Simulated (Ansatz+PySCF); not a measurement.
**singlet H2: levels of theory in one basis**

```yaml
atoms:
  - { symbol: H, position_ang: [0.0000, 0.0000, -1.1413] }
  - { symbol: H, position_ang: [0.0000, 0.0000, 1.1413] }
```

Basis set: cc-pVDZ (spherical functions). All electrons are correlated. Charge 0, multiplicity 1.

Computed with Ansatz (development build ahead of 0.2.0); each method stands on the lowest determinant of its kind that the runs found. NEVPT2 correlates all electrons. Active spaces start from the frontier orbitals, and the lowest solution found is given.

```json
{"method": "RHF", "E − E(RHF) (eV)": "0.00", "<S²> of the determinant": "0.00"}
{"method": "UHF", "E − E(RHF) (eV)": "-3.07", "<S²> of the determinant": "0.96"}
{"method": "UHF-MP2", "E − E(RHF) (eV)": "-3.08", "<S²> of the determinant": "0.96"}
{"method": "RHF-CCSD", "E − E(RHF) (eV)": "-3.26", "<S²> of the determinant": "–"}
{"method": "RHF-CCSD(T)", "E − E(RHF) (eV)": "-3.26", "<S²> of the determinant": "–"}
{"method": "full CI (lowest root of this spin)", "E − E(RHF) (eV)": "-3.26", "<S²> of the determinant": "–"}
{"method": "CASSCF(2,2)", "E − E(RHF) (eV)": "-3.25", "<S²> of the determinant": "–"}
{"method": "SC-NEVPT2(2,2)", "E − E(RHF) (eV)": "-3.26", "<S²> of the determinant": "–"}
```

Problem. What does RHF-MP2 give on the same scale?

Solution. -1.64 eV.

At such a shape the full CI root can have another spatial symmetry than the determinants, so the rows needn't describe one state.

Problem. Is a single determinant a sound starting point here?

Solution. It is doubtful. Unrestricted orbitals lower Hartree–Fock by 3.07 eV and <S²> is 0.96 where a pure state has 0.00, a sign of strong static correlation. The CASSCF(2,2) natural occupations are 1.40, 0.60.

Caution for RHF, RHF-MP2, RHF-CCSD, RHF-CCSD(T): an unrestricted determinant lies well below. Caution for UHF, UHF-MP2: the unrestricted determinant is a mixture of spin states; the determinant breaks the point group. Caution for RHF-MP2, UHF-MP2, RHF-CCSD: large amplitudes, a single reference is doubtful. Caution for RHF-CCSD(T): very large amplitudes, the method is breaking down; the amplitudes may be one of several solutions.
